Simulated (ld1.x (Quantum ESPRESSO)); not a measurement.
silver (Ag): ultrasoft pseudisation with BLYP, scalar-relativistic reference atom.

Input for ld1.x (Quantum ESPRESSO) 7.5:

```
&input
   title='Ag', zed=47., rel=1, dft='BLYP', iswitch=3,
   config='[Kr] 4d9 5s2 5p0',
   nld=3, rlderiv=3.75, eminld=-3.0, emaxld=5.0, deld=0.02
 /
 &inputp
   pseudotype=3, tm=.true., lloc=-2, rcloc=3.35,
   nlcc=.true.,
   which_augfun='PSQ', rmatch_augfun_nc=.true.,
   file_pseudopw='Ag.UPF', file_wfcaegen='ae.wfc', file_wfcncgen='nc.wfc', file_beta='beta', file_chi='chi', file_wfcusgen='us.wfc'
 /
6
5S  1  0   2.00   0.00  2.10  2.30  0.0
5S  1  0   0.00   1.20  2.10  2.30  0.0
5P  2  1   0.00   0.00  2.65  3.45  0.0
5P  2  1   0.00   2.40  2.65  3.45  0.0
4D  3  2   9.00   0.00  1.35  1.55  0.0
4D  3  2   0.00   3.95  1.35  1.55  0.0
 &test
   configts(1)='4d9 5s2 5p0'
 /
```

Command:

```bash
ld1.x < Ag.in > Ag.out
```

Output (shortened: banner, matrices, multipoles, cross overlaps and the repeated all-electron block are left out):

```
Program LD1 v.7.5
     --------------------------- All-electron run ----------------------------

     Ag
     scalar relativistic calculation

     atomic number is 47.00
     dft =BLYP   lsd =0 sic =0 latt =0  beta=0.20 tr2=1.0E-14
     Exchange-correlation= BLYP
                           (   1   3   1   3   0   0   0)
     mesh =1237 r(mesh) =  99.46963 a.u. xmin = -7.00 dx = 0.01250
     1 Ry =  13.60569312 eV, c = 137.03599908

     n l     nl                  e(Ry)          e(Ha)          e(eV)
     1 0     1S 1( 2.00)     -1862.3783      -931.1892    -25338.9480
     2 0     2S 1( 2.00)      -274.4896      -137.2448     -3734.6213
     2 1     2P 1( 6.00)      -246.2649      -123.1324     -3350.6042
     3 0     3S 1( 2.00)       -50.5605       -25.2803      -687.9109
     3 1     3P 1( 6.00)       -41.2931       -20.6465      -561.8207
     4 0     4S 1( 2.00)        -7.2783        -3.6391       -99.0261
     4 1     4P 1( 6.00)        -4.5837        -2.2918       -62.3638
     3 2     3D 1(10.00)       -26.6731       -13.3366      -362.9067
     4 2     4D 1( 9.00)        -0.7749        -0.3874       -10.5425
     5 0     5S 1( 2.00)        -0.4064        -0.2032        -5.5293
     5 1     5P 1( 0.00)        -0.0900        -0.0450        -1.2242

     final scf error:  7.4E-15 reached in  29 iterations

     Etot =  -10632.954385 Ry,   -5316.477192 Ha, -144668.714351 eV

     Ekin =   11047.209297 Ry,    5523.604649 Ha,  150304.939567 eV
     Encl =  -25687.339491 Ry,  -12843.669746 Ha, -349494.058263 eV
     Eh   =    4306.051371 Ry,    2153.025686 Ha,   58586.813526 eV
     Exc  =    -298.875562 Ry,    -149.437781 Ha,   -4066.409181 eV

     normalization and overlap integrals

     s(1S/1S) =  1.000000  <r> =   0.0311  <r2> =    0.0013  r(max) =   0.0202
     s(2S/2S) =  1.000000  <r> =   0.1349  <r2> =    0.0215  r(max) =   0.1136
     s(2P/2P) =  1.000000  <r> =   0.1177  <r2> =    0.0169  r(max) =   0.0907
     s(3S/3S) =  1.000000  <r> =   0.3686  <r2> =    0.1555  r(max) =   0.3328
     s(3P/3P) =  1.000000  <r> =   0.3677  <r2> =    0.1570  r(max) =   0.3246
     s(4S/4S) =  1.000000  <r> =   0.9087  <r2> =    0.9359  r(max) =   0.8186
     s(4P/4P) =  1.000000  <r> =   0.9949  <r2> =    1.1348  r(max) =   0.8714
     s(3D/3D) =  1.000000  <r> =   0.3458  <r2> =    0.1425  r(max) =   0.2725
     s(4D/4D) =  1.000000  <r> =   1.3566  <r2> =    2.2548  r(max) =   1.0252
     s(5S/5S) =  1.000000  <r> =   2.9685  <r2> =   10.2152  r(max) =   2.3985
     s(5P/5P) =  1.000000  <r> =   4.6309  <r2> =   25.9544  r(max) =   3.4037

     ------------------------ End of All-electron run ------------------------

     --------------------- Generating US pseudopotential ---------------------

      Generating local potential from pseudized AE potential:
      Matching radius rcloc =   3.3500
      Enforcing V''(0)=0 (lloc=-2)

      Local pseudo, rcloc= 3.320 Estimated cut-off energy=     2.91 Ry

      Computing core charge for nlcc:

       r > 0.80 : true rho core
       r < 0.80 : rho core = a sin(br)/r    a=  17.99  b=   2.66

      Integrated core pseudo-charge :  10.71
      Wfc-us  5S rcutus= 2.282  Estimated cut-off energy=     8.39 Ry
      Wfc-us  5S rcutus= 2.282  Estimated cut-off energy=    11.07 Ry
      Wfc-us  5P rcutus= 3.490  Estimated cut-off energy=     6.16 Ry
      Wfc-us  5P rcutus= 3.490  Estimated cut-off energy=    13.64 Ry
      Wfc-us  4D rcutus= 1.568  Estimated cut-off energy=    47.14 Ry
      Wfc-us  4D rcutus= 1.568  Estimated cut-off energy=    84.07 Ry

     Q pseudized with Bessel functions
     Expected ecutrho=     283.4022 due to l1=  2   l2=  2

     ------------------- End of pseudopotential generation -------------------

     Computing logarithmic derivative in   3.73827
     Computing logarithmic derivative in   3.73827
     Computing the partial wave expansion
     R is outside the sphere for l=    0 j= 0.00
     R is outside the sphere for l=    0 j= 0.00
     R is outside the sphere for l=    1 j= 0.00
     R is outside the sphere for l=    1 j= 0.00
     R is outside the sphere for l=    2 j= 0.00
     R is outside the sphere for l=    2 j= 0.00

     ---------------------- Testing the pseudopotential ----------------------

     Ag
     scalar relativistic calculation

     atomic number is 47.00   valence charge is 11.00
     dft =BLYP   lsd =0 sic =0 latt =0  beta=0.20 tr2=1.0E-14
     mesh =1237 r(mesh) =  99.46963 xmin = -7.00 dx = 0.01250

     n l     nl             e AE (Ry)        e PS (Ry)    De AE-PS (Ry)
     3 2     4D   1( 9.00)       -0.77486       -0.77486        0.00000
     1 0     5S   1( 2.00)       -0.40640       -0.40640        0.00000
     2 1     5P   1( 0.00)       -0.08998       -0.08998        0.00000

     eps = 8.5E-16  iter =  5

     Etot =  -10632.954385 Ry,   -5316.477192 Ha, -144668.714351 eV
     Etotps =   -94.395590 Ry,     -47.197795 Ha,   -1284.317426 eV

     Ekin =      47.761152 Ry,      23.880576 Ha,     649.823574 eV
     Encl =    -133.303107 Ry,     -66.651553 Ha,   -1813.681160 eV
     Ehrt =      69.719971 Ry,      34.859985 Ha,     948.588526 eV
     Ecxc =     -34.838722 Ry,     -17.419361 Ha,    -474.004957 eV
     (Ecc =     -18.534049 Ry,      -9.267025 Ha,    -252.168589 eV)
     Epseu=     -43.734884 Ry,     -21.867442 Ha,    -595.043409 eV

     ---------------------- End of pseudopotential test ----------------------
```

Generation and configuration tests took about 1.8 s on one core of a shared server CPU.

Transferability test of the new file with ld1.x, input:

```
&input
   title='Ag', zed=47., rel=1, dft='BLYP', iswitch=2,
   config='[Kr] 4d9 5s2 5p0'
 /
 &test
   file_pseudo='Ag.UPF', nconf=8,
   configts(1)='4d9 5s2 5p0',
   configts(2)='4d10 5s1 5p0',
   configts(3)='4d10 5s0 5p0',
   configts(4)='4d9 5s0 5p0',
   configts(5)='4d10 5s0.5 5p0',
   configts(6)='4d8 5s0 5p0',
   configts(7)='4d7 5s0 5p0',
   configts(8)='4d9 5s1 5p0'
 /
```

```bash
ld1.x < Ag.test.in > Ag.test.out
```

Pseudopotential blocks of its output, shortened (energy terms left out; the distinct warnings before each block abridged to one line each):

```
     ---------------------- Testing the pseudopotential ----------------------

     n l     nl             e AE (Ry)        e PS (Ry)    De AE-PS (Ry)
     3 2     4D   1( 9.00)       -0.77486       -0.77486        0.00000
     1 0     5S   1( 2.00)       -0.40640       -0.40640        0.00000
     2 1     5P   1( 0.00)       -0.08998       -0.08998        0.00000

     eps = 5.9E-15  iter =  4

     Etot =  -10632.954385 Ry,   -5316.477192 Ha, -144668.714351 eV
     Etotps =   -94.395590 Ry,     -47.197795 Ha,   -1284.317430 eV

     ---------------------- End of pseudopotential test ----------------------

          Warning: n=3, l=2 expected 0 nodes, found 1
     ---------------------- Testing the pseudopotential ----------------------

     n l     nl             e AE (Ry)        e PS (Ry)    De AE-PS (Ry)
     3 2     4D   1(10.00)       -0.53915       -0.53421       -0.00494
     1 0     5S   1( 1.00)       -0.32736       -0.32768        0.00032
     2 1     5P   1( 0.00)       -0.05683       -0.05797        0.00113

     eps = 4.1E-16  iter = 19

     Etot =  -10633.242778 Ry,   -5316.621389 Ha, -144672.638139 eV
     Etotps =   -94.680922 Ry,     -47.340461 Ha,   -1288.199570 eV
     dEtot_ae =      -0.288393 Ry
     dEtot_ps =      -0.285332 Ry,   Delta E=      -0.003061 Ry

     ---------------------- End of pseudopotential test ----------------------

          ---------------------- Testing the pseudopotential ----------------------

     n l     nl             e AE (Ry)        e PS (Ry)    De AE-PS (Ry)
     3 2     4D   1(10.00)       -1.14542       -1.14012       -0.00529  !
     1 0     5S   1( 0.00)       -0.84313       -0.84391        0.00078
     2 1     5P   1( 0.00)       -0.47717       -0.48087        0.00369

     eps = 3.0E-15  iter = 17

     Etot =  -10632.664203 Ry,   -5316.332101 Ha, -144664.766223 eV
     Etotps =   -94.101746 Ry,     -47.050873 Ha,   -1280.319474 eV
     dEtot_ae =       0.290182 Ry
     dEtot_ps =       0.293844 Ry,   Delta E=      -0.003662 Ry

     ---------------------- End of pseudopotential test ----------------------

          ---------------------- Testing the pseudopotential ----------------------

     n l     nl             e AE (Ry)        e PS (Ry)    De AE-PS (Ry)
     3 2     4D   1( 9.00)       -2.11667       -2.11856        0.00189
     1 0     5S   1( 0.00)       -1.54586       -1.54750        0.00164
     2 1     5P   1( 0.00)       -1.07515       -1.07713        0.00199

     eps = 9.4E-15  iter =  9

     Etot =  -10631.044284 Ry,   -5315.522142 Ha, -144642.726108 eV
     Etotps =   -92.484089 Ry,     -46.242044 Ha,   -1258.310133 eV
     dEtot_ae =       1.910101 Ry
     dEtot_ps =       1.911501 Ry,   Delta E=      -0.001400 Ry

     ---------------------- End of pseudopotential test ----------------------

          ---------------------- Testing the pseudopotential ----------------------

     n l     nl             e AE (Ry)        e PS (Ry)    De AE-PS (Ry)
     3 2     4D   1(10.00)       -0.82954       -0.82434       -0.00519  !
     1 0     5S   1( 0.50)       -0.57541       -0.57587        0.00046
     2 1     5P   1( 0.00)       -0.25322       -0.25545        0.00223

     eps = 1.1E-15  iter = 14

     Etot =  -10633.018058 Ry,   -5316.509029 Ha, -144669.580666 eV
     Etotps =   -94.455965 Ry,     -47.227983 Ha,   -1285.138879 eV
     dEtot_ae =      -0.063673 Ry
     dEtot_ps =      -0.060375 Ry,   Delta E=      -0.003298 Ry

     ---------------------- End of pseudopotential test ----------------------

          ---------------------- Testing the pseudopotential ----------------------

     n l     nl             e AE (Ry)        e PS (Ry)    De AE-PS (Ry)
     3 2     4D   1( 8.00)       -3.20565       -3.22554        0.01989  !
     1 0     5S   1( 0.00)       -2.33194       -2.33655        0.00461
     2 1     5P   1( 0.00)       -1.76921       -1.76074       -0.00848  !

     eps = 6.2E-15  iter = 17

     Etot =  -10628.392225 Ry,   -5314.196113 Ha, -144606.643008 eV
     Etotps =   -89.821959 Ry,     -44.910979 Ha,   -1222.090007 eV
     dEtot_ae =       4.562160 Ry
     dEtot_ps =       4.573631 Ry,   Delta E=      -0.011472 Ry

     ---------------------- End of pseudopotential test ----------------------

          ---------------------- Testing the pseudopotential ----------------------

     n l     nl             e AE (Ry)        e PS (Ry)    De AE-PS (Ry)
     3 2     4D   1( 7.00)       -4.39179       -4.44624        0.05445  !
     1 0     5S   1( 0.00)       -3.18798       -3.19845        0.01047  !
     2 1     5P   1( 0.00)       -2.54144       -2.50812       -0.03332  !

     eps = 2.2E-15  iter = 10

     Etot =  -10624.601494 Ry,   -5312.300747 Ha, -144555.067479 eV
     Etotps =   -85.995159 Ry,     -42.997579 Ha,   -1170.023740 eV
     dEtot_ae =       8.352891 Ry
     dEtot_ps =       8.400431 Ry,   Delta E=      -0.047540 Ry

     ---------------------- End of pseudopotential test ----------------------

          ---------------------- Testing the pseudopotential ----------------------

     n l     nl             e AE (Ry)        e PS (Ry)    De AE-PS (Ry)
     3 2     4D   1( 9.00)       -1.40449       -1.40505        0.00055
     1 0     5S   1( 1.00)       -0.94492       -0.94531        0.00039
     2 1     5P   1( 0.00)       -0.54420       -0.54474        0.00055

     eps = 8.4E-15  iter =  7

     Etot =  -10632.284978 Ry,   -5316.142489 Ha, -144659.606603 eV
     Etotps =   -93.725909 Ry,     -46.862955 Ha,   -1275.205959 eV
     dEtot_ae =       0.669407 Ry
     dEtot_ps =       0.669681 Ry,   Delta E=      -0.000274 Ry

     ---------------------- End of pseudopotential test ----------------------
```
